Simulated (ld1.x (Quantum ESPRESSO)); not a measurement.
Zr: excitation energies, all-electron against TM

* Element: zirconium
* Generator: ld1.x (Quantum ESPRESSO) 7.5
* Type: norm-conserving Troullier–Martins (Kleinman–Bylander form)
* Functional: LDA (PZ)
* Relativity: non-relativistic
* Frozen core: [Ar] 3d10
* Valence charge: 12
* Reference configuration: 4s2 4p6 4d2 5s1.75 5p0.25
* Partial waves: 4s (bound): rc 1.65 bohr; 4p (bound): rc 1.60 bohr; 4d (bound): rc 2.10 bohr
* Local potential: the d channel
* Core correction: a·sin(br)/r model core, default radius (core density twice the valence density)

Occupied shells without a wave of their own: 5p, 5s. They enter only through the test configuration that unscreens the potential, and ld1.x also counts them in the model core charge.

Energies are relative to the spin-unpolarised reference configuration 4s2 4p6 4d2 5s1.75 5p0.25; without spin polarisation the order of configurations can differ from experiment. Spin-polarised rows fill each open shell by Hund’s rule, majority spin first. The frozen-core shift is the all-electron ΔE with the core orbitals held at their reference shape minus the fully relaxed ΔE.

ld1.x takes every shell without a wave as core, so the model core holds the 5p, 5s electrons as well and exchange and correlation see them twice. This cancels in the reference configuration, but the file is broken for other ones, and its errors say nothing about a proper core correction.

| valence configuration | charge | ΔE all-electron (eV) | error AE − PS (meV) | frozen-core shift (meV) |
| --- | --- | --- | --- | --- |
| 4s2 4p6 4d2 5s2 5p0 | 0 | -0.714 | +19 | 0.0 |
| 4s2 4p6 4d2 5s1 5p0 | +1 | 6.418 | -197 | -0.1 |
| 4s2 4p6 4d2 5s0 5p0 | +2 | 19.319 | -821 | 0.0 |
| 4s2 4p5 4d2 5s2 5p0 | +1 | 37.155 | +18 | +5.2 |
| 4s2 4p6 4d1 5s2 5p1 | 0 | 2.749 | +11 | +0.2 |
| 4s2 4p6 4d2 5s1 5p1 | 0 | 2.191 | -78 | 0.0 |
| 4s2 4p6 4d0 5s0 5p0 | +4 | 77.289 | -1741 | +9.9 |
| 4s2 4p6 4d2 5s1.75 5p0.25 (spin-polarised) | 0 | -0.622 | -49 | +0.3 |
| 4s2 4p6 4d2 5s2 5p0 (spin-polarised) | 0 | -1.206 | -5.2 | +0.2 |

Levels in the configuration 4s2 4p6 4d2 5s1 5p0:

```csv
level,all-electron (eV),pseudo (eV)
4s,-58.889,-59.088
4p,-38.955,-39.140
4d,-10.505,-10.691
5s,-9.947,-10.324
```

A variational frozen-core shift is positive and of second order in the change. This column holds negative values, so the frozen-core run of ld1.x carries numerical noise or an error of first order here, and the column gives no more than the rough size of the effect.
